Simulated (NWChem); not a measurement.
The numbers come from NWChem runs, not from measurements. System: HO3S, charge 0, spin multiplicity 2, at a geometry optimised with UPBE/def2-SVP. The structure started from a generated list of species. Its SCF solution wasn't tested for a lower state. Level: UPBE/def2-TZVP.

Job file:

```
start mol
memory heap 200 mb stack 900 mb global 1100 mb
geometry units angstroms nocenter noautoz noautosym
  O     -0.368954     1.435836     0.127788
  S     -0.154581     0.010893    -0.268091
  O     -0.991197    -1.107282     0.236013
  O      1.426634    -0.404466     0.158174
  H      1.941426     0.433010     0.113650
end
basis spherical
  * library def2-tzvp
end
dft
  xc xpbe96 cpbe96
  odft
  mult 2
  semidirect memsize 60000000 filesize 0
  iterations 100
end
task dft energy
```

NWChem printed:

```
             Northwest Computational Chemistry Package (NWChem) 7.3.0
             --------------------------------------------------------

                                NWChem Input Module
                                -------------------

 Scaling coordinates for geometry "geometry" by  1.889725989
 (inverse scale =  0.529177249)

                             Geometry "geometry" -> ""
                             -------------------------

 Output coordinates in angstroms (scale by  1.889725989 to convert to a.u.)

  No.       Tag          Charge          X              Y              Z
 ---- ---------------- ---------- -------------- -------------- --------------
    1 O                    8.0000    -0.36895400     1.43583600     0.12778800
    2 S                   16.0000    -0.15458100     0.01089300    -0.26809100
    3 O                    8.0000    -0.99119700    -1.10728200     0.23601300
    4 O                    8.0000     1.42663400    -0.40446600     0.15817400
    5 H                    1.0000     1.94142600     0.43301000     0.11365000

 Effective nuclear repulsion energy (a.u.)     181.7375247690

            Nuclear Dipole moment (a.u.)
            ----------------------------
        X                 Y               Z
 ---------------- ---------------- ----------------
    -0.0000113384     0.0000037795    -0.0000113384


 Summary of "ao basis" -> "" (spherical)
 ------------------------------------------------------------------------------
       Tag                 Description            Shells   Functions and Types
 ---------------- ------------------------------  ------  ---------------------
 *                         def2-tzvp                  on all atoms

  pbe96 is a nonlocal functional; adding pw91lda local functional.

                                 NWChem DFT Module
                                 -----------------

 Summary of "ao basis" -> "ao basis" (spherical)
 ------------------------------------------------------------------------------
       Tag                 Description            Shells   Functions and Types
 ---------------- ------------------------------  ------  ---------------------
 O                         def2-tzvp                11       31   5s3p2d1f
 S                         def2-tzvp                13       37   5s5p2d1f
 H                         def2-tzvp                 4        6   3s1p

 Summary of "ao basis" -> "ao basis" (spherical)
 ------------------------------------------------------------------------------
       Tag                 Description            Shells   Functions and Types
 ---------------- ------------------------------  ------  ---------------------
 O                         def2-tzvp                11       31   5s3p2d1f
 S                         def2-tzvp                13       37   5s5p2d1f
 H                         def2-tzvp                 4        6   3s1p

            General Information
            -------------------
          SCF calculation type: DFT
          Wavefunction type:  spin polarized.
          No. of atoms     :     5
          No. of electrons :    41
           Alpha electrons :    21
            Beta electrons :    20
          Charge           :     0
          Spin multiplicity:     2
          Use of symmetry is: off; symmetry adaption is: off
          Maximum number of iterations: 100
          AO basis - number of functions:   136
                     number of shells:    50
          Convergence on energy requested:  1.00D-06
[...]
  ----- ------------  ---------------      ----- ------------  ---------------
    36      0.587812  2 S  s                 48     -0.266102  2 S  pz
    76      0.247869  3 O  pz                 8      0.237809  1 O  pz
    35      0.220337  2 S  s                 79      0.205243  3 O  pz
    82      0.199387  3 O  pz                11      0.197195  1 O  pz
    14      0.188629  1 O  pz                34     -0.171185  2 S  s

 Vector   22  Occ=0.000000D+00  E=-3.335117D-02
              MO Center=  6.9D-01,  1.6D-01,  2.7D-02, r^2= 3.4D+00
   Bfn.  Coefficient  Atom+Function         Bfn.  Coefficient  Atom+Function
  ----- ------------  ---------------      ----- ------------  ---------------
   133     -0.742687  5 H  s                104      0.730351  4 O  s
    36     -0.483414  2 S  s                 46     -0.360834  2 S  px
    49     -0.335734  2 S  px                48     -0.293795  2 S  pz
    51     -0.282341  2 S  pz               112      0.232326  4 O  py
    80      0.192009  3 O  px                12      0.178731  1 O  px

 Vector   23  Occ=0.000000D+00  E=-3.077951D-03
              MO Center= -1.9D-02,  2.0D-01, -1.2D-01, r^2= 3.2D+00
   Bfn.  Coefficient  Atom+Function         Bfn.  Coefficient  Atom+Function
  ----- ------------  ---------------      ----- ------------  ---------------
    49      0.863197  2 S  px               133     -0.737790  5 H  s
    36     -0.421272  2 S  s                 46      0.417707  2 S  px
    73      0.365655  3 O  s                 81      0.320112  3 O  py
   111      0.296192  4 O  px                 5      0.273141  1 O  s
    13     -0.241624  1 O  py                48     -0.222522  2 S  pz

   alpha - beta orbital overlaps
   -----------------------------

   alpha      1      2      3      4      5      6      7      8      9     10
    beta      1      2      3      4      5      6      7      8      9     10
 overlap   1.000  1.000  1.000  1.000  1.000  1.000  0.961  0.961  1.000  1.000

   alpha     11     12     13     14     15     16     17     18     19     20
    beta     11     12     13     14     15     16     17     18     19     20
 overlap   1.000  0.996  0.991  0.978  0.977  0.991  0.992  0.862  0.860  0.995

   alpha     21     22     23     24     25     26     27     28     29     30
    beta     21     22     23     24     25     26     27     28     29     30
 overlap   0.997  0.983  0.983  0.998  0.998  0.998  0.999  0.999  0.989  0.910

   alpha     31     32     33     34     35     36     37     38     39     40
    beta     31     32     33     34     35     36     37     38     39     40
 overlap   0.916  0.991  0.989  0.998  0.996  0.998  0.996  0.981  0.977  0.994

   alpha     41     42     43     44     45     46     47     48     49     50
    beta     41     42     43     44     45     46     47     48     49     50
 overlap   0.998  0.999  0.998  1.000  0.999  1.000  0.999  0.999  0.999  0.997

   alpha     51     52     53     54     55     56     57     58     59     60
    beta     51     52     53     54     55     56     57     58     59     60
 overlap   0.998  0.997  0.995  0.998  0.998  0.952  0.950  0.991  0.990  0.939

   alpha     61     62     63     64     65     66     67     68     69     70
    beta     61     62     63     64     65     66     67     68     69     70
 overlap   0.943  0.995  0.999  0.973  0.971  0.996  0.996  0.999  0.999  0.995

   alpha     71     72     73     74     75     76     77     78     79     80
    beta     71     72     73     74     75     76     77     78     79     80
 overlap   0.990  0.994  0.993  0.997  0.995  0.991  0.992  0.990  0.991  0.999

   alpha     81     82     83     84     85     86     87     88     89     90
    beta     81     82     83     84     85     86     87     88     89     90
 overlap   0.995  0.995  0.995  0.994  0.997  0.973  0.965  0.988  0.999  1.000

   alpha     91     92     93     94     95     96     97     98     99    100
    beta     91     92     93     94     95     96     97     98     99    100
 overlap   1.000  1.000  1.000  0.987  0.986  0.971  0.888  0.898  0.984  0.967

   alpha    101    102    103    104    105    106    107    108    109    110
    beta    101    102    103    104    105    106    107    108    109    110
 overlap   0.966  0.990  0.992  0.995  0.991  0.991  0.984  0.983  0.998  0.999

   alpha    111    112    113    114    115    116    117    118    119    120
    beta    111    112    113    114    115    116    117    118    119    120
 overlap   0.999  0.999  1.000  1.000  0.999  0.999  0.999  0.998  0.997  0.999

   alpha    121    122    123    124    125    126    127    128    129    130
    beta    121    122    123    124    125    126    127    128    129    130
 overlap   0.999  0.996  0.989  0.986  0.990  0.999  0.999  0.999  1.000  1.000

   alpha    131    132    133    134    135    136
    beta    131    132    133    134    135    136
 overlap   1.000  1.000  1.000  1.000  1.000  1.000

     --------------------------
     Expectation value of S2:
     --------------------------
      <S2> =      0.7524 (Exact =     0.7500)

 center of mass
 --------------
 x =  -0.04486599 y =  -0.01002542 z =  -0.00251938

 moments of inertia (a.u.)
 ------------------
         211.609442774214          -2.268637318923          -2.350611825467
          -2.268637318923         210.072015257947           8.259314923818
          -2.350611825467           8.259314923818         394.090586954993

     Multipole analysis of the density
     ---------------------------------

     L   x y z        total         alpha         beta         nuclear
     -   - - -        -----         -----         ----         -------
     0   0 0 0     -0.000000    -21.000000    -20.000000     41.000000

     1   1 0 0      0.868852      0.577392      0.291472     -0.000011
     1   0 1 0      0.342193      0.165919      0.176270      0.000004
     1   0 0 1     -0.370063      0.037452     -0.407504     -0.000011

     2   2 0 0    -19.719365    -63.634496    -61.011754    104.926884
     2   1 1 0      1.568286     -0.651307     -0.422040      2.641634
     2   1 0 1      0.368572     -0.586747     -0.617008      1.572327
     2   0 2 0    -24.484892    -63.620428    -60.139073     99.274608
     2   0 1 1      0.226280      2.153798      2.115370     -4.042888
     2   0 0 2    -20.767320    -15.070382    -12.622262      6.925323

 Task  times  cpu:        8.7s     wall:        8.7s

 Total times  cpu:        8.7s     wall:        8.7s
```
